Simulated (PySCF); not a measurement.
## Calculated data, AlB₂H₄N, BH₄N₂Si

All values are calculated (PySCF 2.14.0). Calculation on a computer-drawn molecule: the log of a Hartree-Fock and frozen-core CCSD(T) single point meant for a local Hartree-Fock minimum, with one planted fault or none, to be diagnosed. Offsets are logged minus clean, where the clean run is the same molecule without the fault. The reference is restricted for singlets and unrestricted otherwise, and also for a bond in bohr or an excited solution. Adding or removing an electron swaps singlet and doublet. The excited solution moves the top pair (singlet) or top alpha electron (doublet) to the lowest empty orbital. Highest occupied and lowest empty are orbital energies over both spins, largest force is the largest gradient component, triples share is (T) over the correlation energy, the T1 limit is 0.02 restricted and 0.045 unrestricted, electrons count all cores, a negative frequency is imaginary (commonest isotopes), and the dipole is about the centre of nuclear charge.

Common to all runs: meant multiplicity 1; meant basis cc-pV(D+d)Z; logged basis functions 85; logged SCF converged yes; logged CC converged yes; logged SCF stable within its kind yes; possible faults no fault, one electron removed, one electron added, multiplicity raised by two, geometry at a saddle point, SCF held on an excited solution, minimal basis STO-3G, one bond length entered in bohr, all coordinates scaled.

(1) 
```xyz
8
formula=AlB2H4N meant_charge=0 logged_electrons=34 logged_spin_squared=0 logged_highest_occupied=-9.0011 logged_lowest_empty=0.62105 logged_largest_force=4.323e-05 logged_lowest_frequency=-79.089 logged_T1_diagnostic=0.015072 logged_D1_diagnostic=0.039416 logged_triples_share=0.034091 logged_dipole_magnitude=2.2787 logged_energy_HF=-348.07189 logged_energy_CCSD(T)=-348.5091 planted_fault=geometry_at_a_saddle_point HF_energy_offset_from_clean_run=0.8613 CCSD(T)_energy_offset_from_clean_run=0.8842
B     -2.3197     0.4380     0.0000
N     -1.2492    -0.1952     0.0000
B     -0.0131    -0.8749     0.0000
Al     1.8480     0.2620     0.0000
H     -3.3291     1.0318     0.0000
H     -0.0480    -2.0822     0.0000
H      3.2792    -0.4325     0.0000
H      1.8318     1.8531     0.0000
```

Units: logged_highest_occupied, logged_lowest_empty in eV; logged_largest_force in hartree/bohr; logged_lowest_frequency in cm⁻¹; logged_dipole_magnitude in debye; logged_energy_HF, logged_energy_CCSD(T) in hartree; HF_energy_offset_from_clean_run, CCSD(T)_energy_offset_from_clean_run in kcal/mol.

Drawn bonds:
```csv
atom,other atom,order
1,2,2
2,3,1
3,4,1
1,5,1
3,6,1
4,7,1
4,8,1
```

(2) 
```xyz
8
formula=AlB2H4N meant_charge=0 logged_electrons=34 logged_spin_squared=0 logged_highest_occupied=-8.9356 logged_lowest_empty=1.0956 logged_largest_force=0.06081 logged_T1_diagnostic=0.018677 logged_D1_diagnostic=0.049126 logged_triples_share=0.039501 logged_dipole_magnitude=2.2379 logged_energy_HF=-348.02637 logged_energy_CCSD(T)=-348.47899 planted_fault=all_coordinates_scaled,by_+8.4_% HF_energy_offset_from_clean_run=29.42 CCSD(T)_energy_offset_from_clean_run=19.78
B     -0.3431    -3.2888    -0.6244
N     -0.9979    -2.4719     0.2240
B     -1.7421    -1.5343     1.1824
Al    -2.1509     0.6964     0.5792
H      0.2740    -4.0553    -1.4265
H     -2.1230    -2.0467     2.3268
H     -3.5801     1.1584    -0.2675
H     -1.0257     1.9524     0.9388
```

Units: logged_highest_occupied, logged_lowest_empty in eV; logged_largest_force in hartree/bohr; logged_dipole_magnitude in debye; logged_energy_HF, logged_energy_CCSD(T) in hartree; HF_energy_offset_from_clean_run, CCSD(T)_energy_offset_from_clean_run in kcal/mol.

Drawn bonds:
```csv
atom,other atom,order
1,2,2
2,3,1
3,4,1
1,5,1
3,6,1
4,7,1
4,8,1
```

(3) 
```xyz
8
formula=AlB2H4N meant_charge=0 logged_electrons=35 logged_spin_squared=0.8625 logged_highest_occupied=-0.074536 logged_lowest_empty=5.513 logged_largest_force=0.032241 logged_T1_diagnostic=0.025811 logged_D1_diagnostic=0.088785 logged_triples_share=0.035917 logged_dipole_magnitude=1.6801 logged_energy_HF=-348.03794 logged_energy_CCSD(T)=-348.50108 planted_fault=one_electron_added HF_energy_offset_from_clean_run=22.16 CCSD(T)_energy_offset_from_clean_run=5.917
B     -0.3165    -3.0339    -0.5760
N     -0.9206    -2.2803     0.2066
B     -1.6071    -1.4154     1.0908
Al    -1.9842     0.6424     0.5344
H      0.2528    -3.7410    -1.3160
H     -1.9585    -1.8881     2.1465
H     -3.3026     1.0686    -0.2467
H     -0.9462     1.8011     0.8660
```

Units: logged_highest_occupied, logged_lowest_empty in eV; logged_largest_force in hartree/bohr; logged_dipole_magnitude in debye; logged_energy_HF, logged_energy_CCSD(T) in hartree; HF_energy_offset_from_clean_run, CCSD(T)_energy_offset_from_clean_run in kcal/mol.

Drawn bonds:
```csv
atom,other atom,order
1,2,2
2,3,1
3,4,1
1,5,1
3,6,1
4,7,1
4,8,1
```

(4) 
```xyz
8
formula=BH4N2Si meant_charge=1 logged_electrons=36 logged_spin_squared=0 logged_highest_occupied=-16.543 logged_lowest_empty=-3.563 logged_largest_force=0.058064 logged_T1_diagnostic=0.020582 logged_D1_diagnostic=0.060589 logged_triples_share=0.036042 logged_dipole_magnitude=0.52797 logged_energy_HF=-424.65589 logged_energy_CCSD(T)=-425.19685
B      1.5648    -0.6469     0.7832
N      2.0713     0.4749     0.2376
Si     2.7959     1.8157    -0.5608
N      2.4732     3.4548    -0.0824
H      1.0922    -1.6782     1.2932
H      3.7708     1.6276    -1.7445
H      2.9159     4.2988    -0.5690
H      1.8203     3.7324     0.7186
```

Units: logged_highest_occupied, logged_lowest_empty in eV; logged_largest_force in hartree/bohr; logged_dipole_magnitude in debye; logged_energy_HF, logged_energy_CCSD(T) in hartree.

Drawn bonds:
```csv
atom,other atom,order
1,2,2
2,3,1
3,4,1
1,5,1
3,6,1
4,7,1
4,8,1
```

Notes: T1 above single-reference limit.

## Withheld values
1. Which fault was planted in the run of BH₄N₂Si (entry 4)?

Calculated values
1. all coordinates scaled, by +6.4 %

Further results for BH₄N₂Si (entry 4):

```
HF energy offset from clean run      : 23.24 kcal/mol
CCSD(T) energy offset from clean run : 11.67 kcal/mol
```
